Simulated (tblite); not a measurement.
Species: C8H13P2 (charge +1).
SMILES with atom numbers: `[CH3:1][P:2]([CH3:3])[c:4]1[cH:5][cH:6][cH:7][cH:8][c:9]1[PH3+:10]` (hydrogens: H11, H12, H13 on C1; H14, H15, H16 on C3; H17 on C5; H18 on C6; H19 on C7; H20 on C8; H21, H22, H23 on P10)

Structure optimised with GFN2-xTB, isolated species.

Task: List the bond lengths, angles and torsions at this level.

Result: 
```json
{"bond": "C1–P2, P2–C3", "length (Å)": "1.834"}
{"bond": "P2–C4", "length (Å)": "1.828"}
{"bond": "C4–C5", "length (Å)": "1.382"}
{"bond": "C5–C6", "length (Å)": "1.389"}
{"bond": "C6–C7", "length (Å)": "1.389"}
{"bond": "C7–C8", "length (Å)": "1.386"}
{"bond": "C8–C9", "length (Å)": "1.389"}
{"bond": "C9–P10", "length (Å)": "1.795"}
{"bond": "C4–C9", "length (Å)": "1.400"}
{"bond": "C1–H11 and 5 like bonds", "length (Å)": "1.089"}
{"bond": "C5–H17", "length (Å)": "1.080"}
{"bond": "C6–H18", "length (Å)": "1.079"}
{"bond": "C7–H19", "length (Å)": "1.079"}
{"bond": "C8–H20", "length (Å)": "1.081"}
{"bond": "P10–H21, P10–H22", "length (Å)": "1.373"}
{"bond": "P10–H23", "length (Å)": "1.395"}
```

Bonds in one row agree within 0.01 Å and their mean is given. A selection of angles:
```json
{"angle": "C1–P2–C3", "degrees": "101.6"}
{"angle": "C1–P2–C4", "degrees": "102.9"}
{"angle": "P2–C4–C5", "degrees": "131.7"}
{"angle": "P2–C4–C9", "degrees": "109.0"}
{"angle": "C5–C4–C9", "degrees": "119.3"}
{"angle": "C4–C5–C6", "degrees": "119.0"}
{"angle": "C5–C6–C7", "degrees": "121.2"}
{"angle": "C6–C7–C8", "degrees": "120.7"}
{"angle": "C7–C8–C9", "degrees": "117.7"}
{"angle": "C8–C9–P10", "degrees": "124.6"}
{"angle": "C4–C9–C8", "degrees": "122.1"}
{"angle": "C4–C9–P10", "degrees": "113.3"}
```

Torsions: C1–P2–C4–C5 53° (synclinal).

C4 (substituted aromatic carbon) is planar (angles 131.7°, 119.3° and 109.0°, sum 360.0°, 0.00 Å off the plane of its three neighbours). C9 (substituted aromatic carbon) is planar (angles 124.6°, 122.1° and 113.3°, sum 360.0°, 0.00 Å off the plane of its three neighbours). C6 (aromatic CH carbon) is planar (angles 121.2°, 119.4° and 119.4°, sum 360.0°, 0.00 Å off the plane of its three neighbours). Of the pairs four or more bonds apart, P2···H21 is among the closest relative to their van der Waals radii: 2.92 Å, 97 % of the sum of Bondi's values. C8 (aromatic CH carbon) is planar (angles 121.3°, 121.0° and 117.7°, sum 360.0°, 0.00 Å off the plane of its three neighbours). C7 (aromatic CH carbon) is planar (angles 120.7°, 119.7° and 119.6°, sum 360.0°, 0.00 Å off the plane of its three neighbours). P10 (phosphonium phosphorus) is distorted tetrahedral (angles from 100.5° to 119.5°).

Point group: Cs (tolerance 0.08 Å). Its GFN2-xTB frequencies are all real (lowest 28 cm⁻¹). 2 starts were optimised and ended at 0.00 and 0.02 kcal/mol (GFN2-xTB); the lowest of these is shown.

On one thread, Arm Neoverse V2 (aarch64), shared host with 96 logical CPUs at a one-minute load of 36, this took 0.62 s of wall time. That covers the optimisation of the geometry.

One conformer stands for the species.

These are computed values.
